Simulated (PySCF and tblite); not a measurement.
The numbers below are computed, except where a source is named.
C₇H₃ClOS₂, numbered as in [O:1]=[CH:2][c:3]1[cH:4][c:5]2[c:6]([Cl:7])[cH:8][s:9][c:10]2[s:11]1.

The ensemble was built from 60 distance-geometry starts (ETKDG and KDG, MMFF94s, GFN2-xTB) and rests on GFN2-xTB geometries. Energies: PBE0-D3(BJ)/6-31G*, with GFN2-xTB thermal terms (modes under about 100 cm⁻¹ blended into free rotors). Symmetry numbers and mirror images are counted. Conformers within 2.5 kcal/mol (GFN2-xTB free energy) were kept, 4 at most. GIAO shieldings: PBE0/6-31G*. Shifts are against TMS (¹H), TMS (¹³C) at the same level. Programs: PySCF with density fitting and tblite.

(1) Predict the averaged NMR shifts at 298.15 K.

(2) How do the conformers differ?

Shifts are unscaled: against experiment ¹³C can be off by 15 ppm or more and ¹H by 0.8 ppm.

Answers

(1) ¹H: 10.04 (H2, 1H), 7.56 (H4, 1H), 6.76 (H8, 1H) ppm. ¹³C: 170.7 (C2), 148.8 (C10), 146.9 (C3), 136.6 (C5), 122.7 (C8), 121.6 (C4), 119.4 (C6) ppm.

(2) Torsions listed: O1–C2–C3–S11.
| conformer | shape | weight % |
| --- | --- | --- |
| 1 | 0° | 97.1 |
| 2 | 180° | 2.9 |

| signal | 1 | 2 | average |
| --- | --- | --- | --- |
| H2 | 10.05 | 9.71 | 10.04 |
| H4 | 7.54 | 8.17 | 7.56 |
| H8 | 6.76 | 6.81 | 6.76 |
| C2 | 170.7 | 170.0 | 170.7 |
| C3 | 146.9 | 144.9 | 146.9 |
| C4 | 121.7 | 117.0 | 121.6 |
| C5 | 136.6 | 137.2 | 136.6 |
| C6 | 119.4 | 120.2 | 119.4 |
| C8 | 122.7 | 123.0 | 122.7 |
| C10 | 148.9 | 148.0 | 148.8 |
